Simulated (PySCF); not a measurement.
**Shifts of the heteroatoms**

Structure with atom numbers: `[CH3:1][c:2]1[cH:3][n:4][n:5][n:6][c:7]1[CH:8]=[O:9]` (H(Xn): hydrogen on atom n).

PySCF 2.14.0 with density-fitted response routines calculation with σ from GIAO-PBE0/pcSseg-1 and geometry: GFN2-xTB; in vacuum, non-relativistic, one computed conformer, fast rotation and ring inversion assumed for equivalent nuclei.

Question: What are the 15N shifts?

Answer: 
```tsv
atoms	environment	σ (ppm)	δ (ppm)
N5	pyridine-type ring nitrogen	-254.1	86.1
N4	pyridine-type ring nitrogen	-186.8	24.1
N6	pyridine-type ring nitrogen	-174.3	12.5
```

Shieldings were converted by a linear fit to measured shifts: 15N (scatter 6.3 ppm rms vs CH3NO2, solution or neat liquid). Occasional misses reach two or three times the rms, and more in compound classes unlike the fitted ones.

On a 600 MHz spectrometer 15N resonates near 60.8 MHz, so 1 ppm is 60.8 Hz.

Question: Predict the 17O NMR data.

Answer: 
```csv
atoms,environment,σ (ppm),δ (ppm)
O9,aldehyde oxygen,-413.6,643.5
```

Shieldings were converted by a linear fit to measured shifts: 17O: δ = 266.70 − 0.911σ (rms 10.7 ppm, 155 shifts, 12.2 ppm with the 3 outliers that the fit left out vs liquid water, solution or neat liquid). A few per cent of atoms miss by over 2 rms, more outside the fitted compound classes.

On a 500 MHz spectrometer 17O resonates near 67.8 MHz, so 1 ppm is 67.8 Hz.
